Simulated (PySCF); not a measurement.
This script is equivalent to a calculation on Cd (cadmium, neutral).

```python
from pyscf import gto, scf, dft, mp, cc
import basis_set_exchange as bse
txt = bse.get_basis("cc-pVDZ-PP", elements=["Cd"], fmt="nwchem", header=False)
cut = txt.index("\nECP")
mol = gto.M(atom="Cd 0 0 0", charge=0, spin=0, symmetry="D2h",
            basis=gto.basis.parse(txt[:cut]),
            ecp={"Cd": gto.basis.parse_ecp(txt[cut:])})
mf = dft.UKS(mol, xc="R2SCAN")
mf.irrep_nelec = {'Ag': (4, 4), 'B1g': (1, 1), 'B2g': (1, 1), 'B3g': (1, 1), 'B1u': (1, 1), 'B2u': (1, 1), 'B3u': (1, 1)}
mf.kernel()
```

What total energy does it give?

-167.786 hartree (calculated).

Which occupied shell lies highest, and where?

5s, at -5.997 eV.

Energies and moments cover only the electrons outside the core potential.
